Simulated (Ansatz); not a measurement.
The cluster Co6⁺. Charge 1, multiplicity 12. Geometry PBE-D4/def2-SVP; atoms count from 1.

Cartesian coordinates in Å:
```
Co -1.622 1.280 0.149
Co 1.553 -0.625 0.292
Co 0.329 -1.728 -1.093
Co -0.712 -0.738 0.669
Co 0.131 0.536 -1.093
Co 0.321 1.276 1.076
```

The charge 1 multiplicity 12 is spin-contaminated (final ⟨S²⟩ up to 36.63, 35.75 for a pure state). No other spin state of charge 1 was run. The structure comes from a short search, and lower isomers may exist.

(1) Estimate the Mulliken populations from the PBE0/def2-SVP orbitals of Ansatz.

(2) Where does the spin sit?

(3) And the Mayer bond orders between bonded heavy atoms (over 0.3)?

Answers

(1) 
| atom | charge (e) | spin (α − β) | d electrons |
| --- | --- | --- | --- |
| Co1 | 0.20 | 1.97 | 7.63 |
| Co2 | 0.18 | 1.82 | 7.65 |
| Co3 | 0.18 | 1.99 | 7.63 |
| Co4 | 0.13 | 1.69 | 7.67 |
| Co5 | 0.15 | 1.71 | 7.67 |
| Co6 | 0.16 | 1.81 | 7.65 |
Mulliken values and Mayer orders depend strongly on the basis.

(2) Summed by element: Co 11.00, of 11 unpaired in all. Largest on single atoms: Co3 1.99, Co1 1.97, Co2 1.82.

(3) Co1–Co4 0.72 (2.27 Å); Co1–Co5 0.77 (2.27 Å); Co1–Co6 0.92 (2.15 Å); Co2–Co3 0.91 (2.15 Å); Co2–Co4 0.57 (2.30 Å); Co2–Co5 0.60 (2.30 Å); Co2–Co6 0.63 (2.40 Å); Co3–Co4 0.76 (2.27 Å); Co3–Co5 0.74 (2.27 Å); Co4–Co5 0.46 (2.33 Å); Co4–Co6 0.62 (2.30 Å); Co5–Co6 0.58 (2.30 Å).
